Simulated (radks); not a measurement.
Question: The table gives one normalised radial function P(r) = r R(r) of Nb in [Kr] 4d3.5 5s1.5 (r in bohr). Method: scalar-relativistic Kohn-Sham, SCAN, spin-unpolarised, spherical densities, finite nucleus; meta-GGA in the generalised Kohn-Sham scheme; Fermi nuclear charge, rms radius 4.324 fm; computed with a radial shooting solver on a logarithmic mesh with Libxc functionals.

r,P
0.005235,0.0085
0.008128,0.0184
0.01262,0.0392
0.01944,0.0787
0.03019,0.1481
0.04687,0.2447
0.07219,0.3215
0.1121,0.2626
0.1741,-0.0514
0.2681,-0.4458
0.4163,-0.3901
0.6464,0.3373
0.9956,0.9594
1.546,0.7886
2.4,0.2794
3.697,0.0427
5.741,0.0022
8.914,0.0000

Which n and l does it have? It may be an empty orbital.

Answer: n = 4, l = 1: the number of nodes gives n - l - 1 = 2, the rise at small r (about r^(l+1), flatter next to the nucleus through relativity) gives l, and the extent must fit the shell. The curve is that of 4p. 4p: eigenvalue -36.785 eV, 2 radial nodes at r = 0.165, 0.544 bohr, <r> = 1.30 bohr, 90 % of the charge inside 1.93 bohr.
